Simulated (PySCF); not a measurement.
Ga(H)(Me)(OMe) (C₂H₇GaO), SMILES C[O][GaH][CH3]. Coordinates come from a r2SCAN-D4/def2-SVP optimisation. The structure was generated by enumeration; whether it is a known compound was not checked. One conformer was computed; it need not be the lowest.

Give the equilibrium geometry at r2SCAN-D4/def2-SVP (PySCF confirms it by a frequency run) as Cartesian coordinates in Å, and its point group. (Estimate from the structure and the level; the computed values follow.)

One answer among several that fit: point group Cs.
```xyz
11

Ga    -0.3612    -0.3881     0.0000
H     -1.9040    -0.1256     0.0000
C      0.6725    -2.0393     0.0000
H      0.4386    -2.6494     0.8871
H      0.4386    -2.6494    -0.8871
H      1.7481    -1.8098     0.0000
O      0.6533     1.0871     0.0000
C      0.1764     2.4053     0.0000
H      0.5438     2.9493    -0.8905
H      0.5438     2.9493     0.8905
H     -0.9308     2.4749     0.0000
```
Charge 0, spin multiplicity 1.
